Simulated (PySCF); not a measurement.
C3H12OSi2, SMILES C[SiH](C)C[SiH2]O.

The structure is a stationary point at B3LYP-D3(BJ)/def2-SVP. This is a generated structure with no PubChem entry under its InChIKey; it may be hypothetical. The values are those of a single conformer.

Two levels are set side by side: PBE/def2-TZVP (PySCF) and CAM-B3LYP/def2-TZVP (PySCF). Same geometry, gas phase. Differences are taken from unrounded values.

```csv
quantity,PBE
orbital gap (eV),6.15
highest occupied level (eV),-6.68
lowest empty level (eV),-0.53
dipole moment (D),2.31
```

Q: These are the PBE values. What does CAM-B3LYP give? (Estimate from the structure and the level; the computed values follow.)

A: 
| quantity | CAM-B3LYP | PBE minus CAM-B3LYP |
|---|---|---|
| orbital gap (eV) | 10.65 | -4.50 |
| highest occupied level (eV) | -9.42 | 2.75 |
| lowest empty level (eV) | 1.23 | -1.76 |
| dipole moment (D) | 2.34 | -0.03 |

PBE's occupied levels lie high since its potential decays too fast outside the molecule; exact exchange lowers them and widens the gap. Differences between two approximate levels are no errors against the true value.

Rough cost on one machine, each run with all the roots and properties that it gave: CAM-B3LYP against PBE within a factor of 2.
